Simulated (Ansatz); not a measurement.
Ansatz results at the PBE0-D4/def2-TZVP geometry: HOMO–LUMO gap (ωB97M-V/def2-TZVPP) 11.22 eV; size of the dipole moment (ωB97M-V/def2-TZVPP) 2.52 D; HOMO energy (ωB97M-V/def2-TZVPP) -9.18 eV.

Each molecule was computed in one conformer, which needn't be the lowest.

(1) Which molecule gave them?
A. `FC1=C(F)S1`
B. `NCC[SiH2]N`
C. `CNC(N)[SiH3]`
D. `C[CH](O)[GaH2]`

Results:

(1) B. The others give `CNC(N)[SiH3]`: 10.81, 1.33, -8.65; `C[CH](O)[GaH2]`: 9.85, 1.93, -9.00; `FC1=C(F)S1`: 9.37, 0.82, -8.17.
